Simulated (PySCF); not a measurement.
C3H2Cl3F3.
Structure used (PBE0-D3(BJ)/def2-SVP), in Å, numbered top down from 1:
```
atom  x, y, z in Å
F1     0.2803   -0.3869    1.9192
C2     0.9925    0.0855    0.8875
F3     1.6981    1.1242    1.3226
F4     1.8350   -0.8564    0.5017
C5     0.0331    0.5349   -0.2180
Cl6    0.9485    1.0168   -1.6496
C7    -1.0535   -0.4849   -0.5368
Cl8   -0.4138   -1.9563   -1.2730
Cl9   -2.2936    0.2674   -1.5585
H10   -0.4736    1.4308    0.1701
H11   -1.5458   -0.7786    0.3988
```

Linear response at B3LYP/def2-SVPD (PySCF, frozen core in the response, non-relativistic).

Static isotropic polarisability: 79.87 au (11.84 Å³), principal values 75.1, 80.1, 84.4 au.

What is the polarisability at 1064 nm and at the sodium D line?

80.38 au at 1064 nm (+0.6 %), 81.58 au at 589.3 nm (+2.1 %). The rise at 589.3 nm is 3.34 times that at 1064 nm; a pure ω² law gives 3.26. The lowest singlet lies at 186 nm, shorter than both wavelengths.

What is the isotropic C6 coefficient between two such molecules, C6 = (3/π)∫α(iω)² dω?

2979 au (Eh·bohr⁶) by a ten-point quadrature over imaginary frequencies, which is 1780 eV·Å⁶ or 172 J·nm⁶/mol.

Which effective excitation energy ω̄ makes London's formula C6 = (3/4)α²ω̄ exact here?

ω̄ = 4·C6/(3α²) = 0.623 Eh = 16.9 eV. A one-pole form α(ω) = α/(1 − ω²/ω̄²) fitted to the 1064 nm value gives 14.6 eV.

How anisotropic is the static polarisability, by Δα² = ½[(α1 − α2)² + (α2 − α3)² + (α3 − α1)²]?

Δα = 8.1 au, or 0.10 of the isotropic value.

What molar refraction at the D line follows from R = (4π/3)·N_A·α′, with α′ the polarisability volume?

α′ = 12.09 Å³ gives R = 30.49 cm³/mol, for isolated, non-vibrating species.

The lowest 6 singlets have (eV, f): 6.65, 0.001; 6.70, 0.015; 6.77, 0.008; 6.93, 0.001; 7.21, 0.000; 7.44, 0.008. What share of the static polarisability do they carry in the sum over states α = Σ f/ω²?

0.51 au, 0.6 % of α; the largest term, 0.24 au, is that of the state at 6.70 eV. Their oscillator strengths add up to 0.03. Higher states carry the rest.

How many electrons N does the Slater–Kirkwood formula C6 = (3/4)·√N·α^(3/2) need to give this C6?

N = (4·C6/3)²/α³ = 31.0; the species has 98 electrons in all.

What does −C6/R⁶ come to at R = 10 Å between centres?

-170 J/mol. This is the leading, orientation-averaged term; C8 and higher terms are left out.

The run took about 1.9 min of CPU time (one thread, shared machine). This is the whole response run at B3LYP/def2-SVPD, SCF included.

One conformer stands for the species.
